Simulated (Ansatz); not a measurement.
Molecule: C$_{2}$H$_{7}$AlO$_{3}$, charge 0, multiplicity 1. 
Geometry from a B3LYP-D3(BJ)/def2-TZVP (Ansatz, a first-principles code) optimisation:
```xyz
13

C      2.2999    -1.0068     0.8950
O      1.4892     0.1393     0.7668
Al    -0.0230     0.4284     0.0901
O     -0.7029     1.9794     0.1222
O     -0.8738    -0.8313    -0.6274
C     -2.1230    -0.9436    -1.2695
H      1.8347    -1.8948     0.4556
H      3.2598    -0.8393     0.3985
H      2.4941    -1.2071     1.9524
H     -0.2616     2.7319     0.5178
H     -2.7483    -1.6680    -0.7401
H     -2.6578     0.0106    -1.3072
H     -1.9826    -1.3002    -2.2939
```
Charge 0, spin multiplicity 1.

Dipole moments at this geometry, in debye (magnitudes).

```csv
level,program,dipole (D)
B97M-V/def2-TZVPD,Ansatz,0.31
r2SCAN0/def2-TZVPD,Ansatz,0.33
CAM-B3LYP/def2-TZVPD,Ansatz,0.34
LC-wPBE/def2-TZVPD,Ansatz,0.35
wB97X-V/def2-TZVPD,Ansatz,0.33
CCSD(T)/aug-cc-pV(D+d)Z,Ansatz,0.32
```
